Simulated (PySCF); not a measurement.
C₃H₅NOSi, SMILES C1C=C[Si@H](N=1)O. The structure is a stationary point at PBE-D3(BJ)/def2-SVP. The structure was generated by enumeration; whether it is a known compound was not checked. One conformer was computed; it need not be the lowest.

Calculation: PBE-D3(BJ)/def2-SVP (PySCF).

Harmonic wavenumbers (cm⁻¹): 135, 171, 281, 393, 441, 486, 617, 683, 703, 705, 775, 829, 866, 899, 922, 935, 975, 1040, 1255, 1313, 1529, 1623, 2213, 2975, 3086, 3150, 3764. Rotational constants (GHz): 5.809, 2.649, 2.053; symmetry number 1.

Question: Work out the zero-point energy and the ideal-gas rigid-rotor harmonic-oscillator thermochemistry at 298.15 K and 1 atm.

Answer: ZPE = ½ Σ hcν = ½ × 32765 cm⁻¹ = 46.84 kcal/mol. H − E(el) = 51.41 kcal/mol. Entropy in cal/(mol K): translation 39.69, rotation 26.72, vibration 11.90, total 78.32. G − E(el) = 28.06 kcal/mol. Cp = 25.55 cal/(mol K). Modes under 150 cm⁻¹ make the vibrational entropy uncertain.
